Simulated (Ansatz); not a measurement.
C2H7AsO (`OCC[AsH2]`), relaxed with RKS PBE0-D4/def2-TZVP in Ansatz from a PBE-D4/def2-SVP geometry. The force threshold is 0.005 eV/Å; the program also tests the step.

Charge 0, multiplicity 1.

Start:

```xyz
11

O    -1.078   -1.092    0.482
C    -0.897    0.100   -0.261
C     0.272    0.877    0.327
As    2.057   -0.031    0.279
H    -1.749   -1.626    0.023
H    -1.812    0.747   -0.221
H    -0.695   -0.102   -1.343
H     0.073    1.106    1.395
H     0.388    1.846   -0.199
H     1.942   -0.435   -1.208
H     1.499   -1.392    0.728
```

By how much does the energy fall, and how many steps does the optimiser take? (Best estimate.)

Ansatz gave: 4.52 kJ/mol, in 9 steps.

Which bonds change most? (Best estimate.)

The calculation gave: C3–As4 from 2.004 to 1.979 Å; C2–H6 from 1.121 to 1.101 Å; C2–H7 from 1.119 to 1.099 Å; As4–H10 from 1.545 to 1.526 Å.

Give the relaxed structure. (An estimate is asked.)

The calculation gave: 
```xyz
11

O    -1.113   -1.067    0.499
C    -0.888    0.096   -0.269
C     0.267    0.859    0.332
As    2.035   -0.029    0.287
H    -1.808   -1.581    0.082
H    -1.784    0.736   -0.265
H    -0.663   -0.156   -1.314
H     0.056    1.088    1.380
H     0.390    1.812   -0.189
H     1.985   -0.349   -1.204
H     1.524   -1.410    0.661
```
